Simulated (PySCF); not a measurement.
# Unknown compound

Molecular formula: C7H5F3O. Simulated spectra:

$^{1}$H NMR (600 MHz, computed): δ 7.75 (m, 2H), 7.58 (d, 2H), 7.52 (t, 1H).

$^{13}$C{$^{1}$H} NMR (computed): δ 158.3 (C), 135.5 (CH), 130.5 (CH), 130.1 (C), 122.6 (CH).

[PySCF 2.14: GFN2-xTB geometry; shielding tensors at PBE0/pcSseg-1 (GIAO); one averaged value for each set of equivalent atoms; one computed conformer; gas phase; relativity neglected]

References, each an isolated molecule treated in the same way: TMS for $^{1}$H and $^{13}$C.

Q: Which candidate is it?
A. FC(F)(F)Oc1ccccc1
B. C=CC1=C(OC(F)(F)F)C1=C
C. FC1=C(C(F)F)[C@@H]2C=C[C@H]1O2
D. C=C=C=C(C)C(=O)C(F)(F)F

A: A. 

- Rings plus π bonds: 4 (1 ring in the answer).
- 5 carbon signals for 7 carbons: some carbons are equivalent by symmetry or fast rotation.
- Carbon types of the structure: 2 × C, 5 × CH, which accounts for all hydrogens.
- δC 158.3: aromatic carbon bearing oxygen; σ withdrawal by the attached heteroatom moves it downfield of the ring CH carbons.
- δC 135.5, 130.5, 122.6: aromatic CH.
- δC 130.1: CF3 carbon; 4 electronegative neighbours deshield it.
- δH 7.75, 7.58, 7.52: hydrogen on an aromatic CH; the ring current deshields protons in the ring plane.

The others: C=C=C=C(C)C(=O)C(F)(F)F would give 7 carbon signals, not 5; FC1=C(C(F)F)[C@@H]2C=C[C@H]1O2 would give 7 carbon signals, not 5; C=CC1=C(OC(F)(F)F)C1=C would give 7 carbon signals, not 5.

Splittings by $^{19}$F in the carbon and heteronuclear signals aren't shown, as no couplings were computed. Shifts are as computed. Against solution values, carbons near 30 ppm lie about +3 ppm off and those near 130 ppm about +5 ppm. Of 1211 compounds with measured shifts, 218 miss one by over three times the rms of a fit or turn the order of signals round; such compounds aren't used in these exercises. No couplings were computed; multiplicities are counted from neighbouring protons, with m where these are inequivalent, close in shift, in a saturated or five-membered ring or joined by F or P, and br s for small geminal =CH2 splittings.
